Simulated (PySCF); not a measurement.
Circular dichroism: SMILES C#CC=C=C(C#C)OC, C₈H₆O

Cartesian coordinates in Å; atom numbers follow the order of the lines, from 1:
```xyz
15

C     3.3536    1.7576    1.0039
C     2.6168    1.0294    0.3723
C     1.7787    0.1677   -0.3955
C     0.4953   -0.0222   -0.1623
C    -0.7851   -0.2339    0.1045
C    -1.1801   -1.2945    0.9799
C    -1.4974   -2.1979    1.7227
O    -1.8153    0.4847   -0.3979
C    -1.4613    1.5552   -1.2358
H     3.9982    2.4035    1.5710
H     2.2600   -0.3590   -1.2341
H    -1.7824   -2.9970    2.3819
H    -2.3959    2.0467   -1.5326
H    -0.8125    2.2771   -0.7096
H    -0.9286    1.2006   -2.1356
```

Method used: PySCF, TDDFT CAM-B3LYP/aug-cc-pVDZ circular dichroism and optical rotation, one conformer, gas phase. Geometry: PBE0-D3(BJ)/def2-SVP.

No stereocentre is labelled: unless the shape is locked (an allene, a helicene, a hindered biaryl), the mirror image is equally populated and a measured rotation or CD is zero.

Task: Which excitations and rotatory strengths does the calculation give?

Result: Rotatory strengths R in 10⁻⁴⁰ esu² cm², velocity form and length form (origin at the centre of mass); f in length form.
```
state  E (eV)  λ (nm)       f  R (velocity)  R (length)                                     main
    1    3.99     311   5e-05          +1.6        +1.5                           HOMO→LUMO 0.95
    2    5.36     231   0.003         -17.8       -18.1     HOMO−2→LUMO 0.67, HOMO−1→LUMO+1 0.10
    3    5.42     229   0.169          +0.4        +0.7       HOMO−1→LUMO 0.64, HOMO−2→LUMO 0.10
    4    5.45     228   0.043         +12.6       +12.4   HOMO−1→LUMO+1 0.36, HOMO−1→LUMO+2 0.23
    5    5.55     223   0.537         -37.2       -37.9       HOMO→LUMO+1 0.38, HOMO→LUMO+2 0.28
    6    5.96     208  0.0009          +2.8        +2.8       HOMO−4→LUMO 0.22, HOMO→LUMO+9 0.12
    7    6.02     206   0.002          +9.3        +9.5       HOMO→LUMO+1 0.35, HOMO→LUMO+2 0.33
    8    6.11     203  0.0003          +1.4        +1.4   HOMO−3→LUMO+1 0.17, HOMO−3→LUMO+2 0.15
    9    6.40     194  0.0004          -1.0        -0.9  HOMO−1→LUMO+2 0.21, HOMO−1→LUMO+10 0.18
   10    6.51     191   0.201         -33.0       -33.5     HOMO−3→LUMO 0.27, HOMO−4→LUMO+2 0.14
   11    6.57     189   0.008         +12.5       +12.4   HOMO−1→LUMO+1 0.27, HOMO−1→LUMO+2 0.21
   12    6.65     186   0.018         +10.0       +10.1       HOMO→LUMO+4 0.55, HOMO→LUMO+3 0.16
```

Among the states computed, the strongest CD band (largest |R|) is state 5. The largest dissymmetry factor in size, g = 4R/(D+G), with D and G the electric and magnetic dipole strengths, is +0.15 for state 1 (velocity form, f = 7e-05), among bands with |R| over 0.5. The mirror image has the same energies and oscillator strengths and all R with the opposite sign.
